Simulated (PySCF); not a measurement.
HOSn, SMILES [OH+]=[Sn] (connectivity only; charge and spin as stated), charge +1, multiplicity 1. Atoms are numbered in the order given.

```xyz
3

O      0.0000     0.0000     1.5814
Sn     0.0000     0.0000    -0.3041
H      0.0000     0.0000     2.5540
```
Charge +1, spin multiplicity 1.

Coordinates come from a PBE-D3(BJ)/def2-TZVP optimisation. The isomer is the one that the SMILES or the coordinates give; other isomers of the formula were not compared. The def2 effective core potentials stand for the cores of Sn; spin–orbit coupling is left out.

The numbers are results of PBE-D3(BJ)/def2-TZVP in PySCF 2.14.0, not measurements.

Frequencies are harmonic and unscaled.

Modes within 1.5 cm⁻¹ of each other (mostly degenerate sets) share a row, with their intensities summed.

```csv
mode,ν (cm⁻¹),IR (km/mol),moving atoms (share of kinetic energy)
1–2,36,439.3,"H 87 %, O 13 %"
3,723,72.6,"O 82 %, Sn 13 %"
4,3726,407.2,H 94 %
```
